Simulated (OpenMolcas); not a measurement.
Ce3+ among 2 point charges of -1.5 e arranged as a linear pair (D∞h).

| Property | Result |
| --- | --- |
| Program | OpenMolcas |
| Method | CASSCF |
| Basis | ANO-RCC-VDZP [7s6p4d2f1g] |
| Scalar Hamiltonian | DKH2, point nucleus |
| Active space | 1 electron in 7 orbitals (4f) |
| State averaging | 2S+1 = 2 odd, 7 roots |
| Spin-orbit coupling | state interaction with AMFI integrals over the reference wave functions |

All point charges move together. At R = 2.84 Å the width of the lowest J multiplet is 1729 cm-1, and at R = 3.07 Å it is 1363 cm-1.

A third run gives 2064 cm-1. What distance was it run at?

With a power law R^-n the two known points give n = -ln(1363 / 1729) / ln(3.07 / 2.84) = 3.05. Then R = 2.84 × (1729 / 2064)^(1/3.05) = 2.680 Å. The run was at 2.68 Å, so the estimate is off by 0 Å.

Point charges carry no covalency, so the field is a model and not that of real ligands. No measured value stands beside these numbers.
